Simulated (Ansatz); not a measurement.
Cost and result for the atomization energy of CH5BS2, SMILES `BSCS` (9 atoms, 8 bonds).

| atom | x (Å) | y (Å) | z (Å) |
| --- | --- | --- | --- |
| B1 | 0.806 | 1.468 | 0.616 |
| S2 | 0.954 | -0.266 | 0.810 |
| C3 | -0.597 | -0.927 | 0.133 |
| S4 | -0.412 | -1.812 | -1.422 |
| H5 | -0.172 | 1.950 | 0.130 |
| H6 | 1.731 | 2.119 | 0.992 |
| H7 | -1.315 | -0.114 | 0.047 |
| H8 | -0.981 | -1.662 | 0.841 |
| H9 | -0.013 | -0.755 | -2.148 |

Charge 0, multiplicity 1. All single points use the PBE0-D4/def2-TZVP geometry. It is one conformer, not always the lowest. Program: Ansatz. All runs use 2 threads of an Arm Neoverse V2 on a shared host. Times are those of one run each, without the atoms' runs, and a repeat can differ threefold. Electronic energies, without spin–orbit coupling; frozen cores. CCSD(T)/CBS adds CCSD(T) − MP2 in def2-TZVPP to the MP2 limit, and its time is that of the two runs behind it. T1 = 0.014. B3LYP takes the VWN-RPA correlation (the form of Gaussian; ORCA's B3LYP/G). HSE06 is the plane-wave form, built on full-range PBE exchange.

CCSD(T)/CBS is a level of theory with its own doubt, some kJ/mol a heavy atom from the limit and from the frozen cores, so smaller differences don't rank the functionals.

```
                             level  functions  wall time  atomization (kcal/mol)  difference from CCSD(T)/CBS  per bond
              revPBE-D4/def2-TZVPP        216      2.2 s                   726.8                          2.1       0.3
                  CCSD(T)/def2-SVP         89      2.4 s                   682.3                        -42.4      -5.3
                PBE0-D4/def2-TZVPP        216      3.2 s                   731.8                          7.1       0.9
               HSE06-D4/def2-TZVPP        216      3.4 s                   732.4                          7.7       1.0
           CAM-B3LYP-D4/def2-TZVPP        216      3.4 s                   726.9                          2.2       0.3
 B3LYP-D4/def2-TZVPP (with forces)        216      4.7 s                   727.0                          2.3       0.3
r2SCAN-D4/def2-TZVPP (with forces)        216      4.9 s                   732.6                          7.9       1.0
             r2SCANh-D4/def2-TZVPP        216      5.5 s                   728.6                          3.9       0.5
                ωB97X-V/def2-TZVPP        216      8.5 s                   730.5                          5.8       0.7
  ωB97M-V/def2-TZVPP (with forces)        216       12 s                   732.5                          7.8       1.0
                    MP2/def2-QZVPP        404       18 s                   726.3                          1.6       0.2
                CCSD(T)/def2-TZVPP        216       67 s                   705.4                        -19.3      -2.4
                 CCSD(T)/CBS(def2)          –       85 s                   724.7                          0.0       0.0
```

The D4 term adds +7.7 kcal/mol with B3LYP and +4.0 kcal/mol with PBE0; it sums over pairs of atoms, weighted by their polarisabilities, and B3LYP, whose exchange is more repulsive, gets the larger term. From PBE to PBE0 (25 % exact exchange), in def2-TZVPP and without D4, the atomization energy moves by −10.1 kcal/mol: exact exchange takes away binding that semilocal exchange gives to molecules. At CCSD(T), def2-SVP lies −42.4 kcal/mol from the extrapolated value and def2-TZVPP −19.2 kcal/mol: correlation converges slowly with the basis, and small sets miss more of it in the bonded molecule than in its fragments.
